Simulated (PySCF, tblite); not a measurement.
A set of runs on `[CH2]B(CB(F)F)C1C=C1` [radical]; the geometry of each is named by its level. Settings lines and outputs come from a driver script.

Compound: C5H7B2F2 (doublet state).
Atom-mapped SMILES: `[CH2:1][B:2]([CH2:3][B:4]([F:5])[F:6])[CH:7]1[CH:8]=[CH:9]1` (hydrogens: H10, H11 on C1; H12, H13 on C3; H14 on C7; H15 on C8; H16 on C9)

Step 1: GFN2-xTB geometry optimisation, gas phase (tblite 0.8.0) (from a force-field or distance-geometry start)
```json
{"job": {"kind": "relax", "xc": "GFN2-xTB", "basis": "xTB"}, "charge": 0, "multiplicity": 2}
```
```
step      E/eV     max force
  0    -709.14956    3.599
  1    -709.86557    2.555
  2    -710.19359    2.480
...
157    -710.80508    0.025
158    -710.80519    0.024
159    -710.80527    0.018
160    -710.80530    0.012
161    -710.80531    0.007
```

Energy lowered by 38.2 kcal/mol over 161 steps; largest atomic force 0.007 eV/Å at the end. «max force» is the largest atomic force in eV/Å.

On one thread of an Arm Neoverse V2 (shared host), this took 0.81 s of wall time.

Step 2: GFN2-xTB harmonic vibrations, gas phase (tblite 0.8.0) (on the GFN2-xTB geometry)
```json
{"job": {"kind": "ir", "xc": "GFN2-xTB", "basis": "xTB"}, "charge": 0, "multiplicity": 2}
```
```
(table of modes left out)
```

42 modes from 32 to 3265 cm⁻¹ (unscaled, harmonic); zero-point energy 68.3 kcal/mol; all wavenumbers are real at this level.

Hardware: one thread, Arm Neoverse V2 (aarch64), no GPU, on a shared host. Cost: 0.4 s.

Step 3: UKS B3LYP, pcH-1 on B C F H, non-relativistic, mean-field spin-orbit, GIAO (PySCF 2.14.0) (on the GFN2-xTB geometry)
```json
{"job": {"kind": "epr", "basis": "pcH-1"}, "charge": 0, "multiplicity": 2}
```
```
...
E = -444.16748626 Eh   <S^2> = 0.7529 (exact 0.7500)
g shifts (ppm)      1          2          3
  rmc          -124       -124       -124
  gc              6         31         26
  oz_so         -40        547        757
  total        -157        454        660
hyperfine (MHz)  atom isotope    a_iso     a_fc   dipolar eigenvalues
    0   13C      55.43      55.43    -67.06    -66.36    133.42
    1   11B     -17.72     -17.72    -10.07     -2.13     12.20
    2   13C       3.30       3.30     -2.26     -0.80      3.06
    3   11B       8.90       8.90     -1.13     -0.66      1.79
    4   19F      -0.66      -0.66     -2.36     -0.70      3.06
    5   19F       0.42       0.42     -3.32     -0.74      4.05
    6   13C       4.61       4.61     -3.19     -1.03      4.22
    7   13C      12.75      12.75     -3.67     -3.11      6.78
    8   13C       5.47       5.47     -1.97     -1.30      3.27
    9    1H     -48.28     -48.28    -32.19     -1.74     33.93
   10    1H     -48.16     -48.16    -32.30     -1.70     34.01
   11    1H      10.51      10.51     -2.26     -1.21      3.46
   12    1H       6.05       6.05     -3.18     -2.04      5.22
   13    1H       0.83       0.83     -3.25     -1.43      4.68
   14    1H       5.57       5.57     -2.15     -0.23      2.38
...
```

⟨S²⟩ 0.753; g_iso 2.0026. rmc, gc and oz_so are the mass-correction, gauge-correction and orbital-Zeeman/spin–orbit parts of the g shift along its three principal axes; a_iso is the isotropic hyperfine coupling and a_fc its Fermi-contact part. The log counts atoms from 0, this text from 1.

On an Arm Neoverse V2 with one thread, shared host with 96 logical CPUs at a one-minute load of 24, this took 69 s (with the writing of density and orbital grids) and 0.98 GiB of memory at its peak.

Geometry of the electronic-property runs (GFN2-xTB):
```
atom  x, y, z in Å
C1     0.387   -2.180    0.128
B2     0.007   -0.757   -0.141
C3     1.064    0.266   -0.799
B4     1.885    0.929    0.347
F5     3.003    0.421    0.841
F6     1.496    2.029    0.979
C7    -1.412   -0.229    0.219
C8    -1.579    1.241    0.622
C9    -2.099    0.920   -0.512
H10   -0.183   -2.833    0.771
H11    1.236   -2.669   -0.323
H12    0.527    1.022   -1.368
H13    1.724   -0.287   -1.464
H14   -2.099   -0.933    0.693
H15   -1.301    1.933    1.376
H16   -2.665    1.136   -1.383
```

 (This holds for the electronic-property runs.)

One conformer stands for the species.
